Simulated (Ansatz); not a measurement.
One change: `[O]=[V]([OH])([F])[Cl]` becomes `[NH2][V](=[O])([F])[Cl]`.

Ansatz, PBE0-D4/def2-TZVP geometries, multiplicity 1. Each molecule was computed in one conformer, which needn't be the lowest.

Scalar relativity is left out up to krypton.

| property | `[O]=[V]([OH])([F])[Cl]` |
| --- | --- |
| HOMO energy (ωB97M-V/def2-TZVPP) / eV | -11.82 |
| LUMO energy (ωB97M-V/def2-TZVPP) / eV | -1.36 |
| HOMO energy (PBE0/def2-TZVPP) / eV | -9.58 |
| zero-point energy (PBE0-D4/def2-TZVP) / kJ/mol | 56.3 |
| size of the dipole moment (B3LYP/def2-TZVPP) / D | 2.29 |
| ideal-gas entropy at 298 K and 1 bar (rigid rotor, harmonic PBE0-D4/def2-TZVP) / J/(mol·K) | 334 |

Task: Give the same properties after the change, and the shifts. (An estimate is asked.)

Result: Computed: 
```csv
property,`[NH2][V](=[O])([F])[Cl]`,shift
HOMO energy (ωB97M-V/def2-TZVPP) / eV,-11.11,0.71
LUMO energy (ωB97M-V/def2-TZVPP) / eV,-0.99,0.37
HOMO energy (PBE0/def2-TZVPP) / eV,-8.88,0.70
zero-point energy (PBE0-D4/def2-TZVP) / kJ/mol,87.7,31.4
size of the dipole moment (B3LYP/def2-TZVPP) / D,3.51,1.22
"ideal-gas entropy at 298 K and 1 bar (rigid rotor, harmonic PBE0-D4/def2-TZVP) / J/(mol·K)",339,5
```

With PBE0 the HOMO rises by 0.70 eV and the LUMO rises by 0.37 eV, so the gap narrows by about 0.33 eV. PBE moves the HOMO by 0.62 eV and ωB97M-V by 0.71 eV. The zero-point energy changes by 31.4 kJ/mol with +3 modes. Dipoles are sizes alone; their direction can turn.

B3LYP here is the variant with VWN-RPA as its local correlation; programs differ in this.
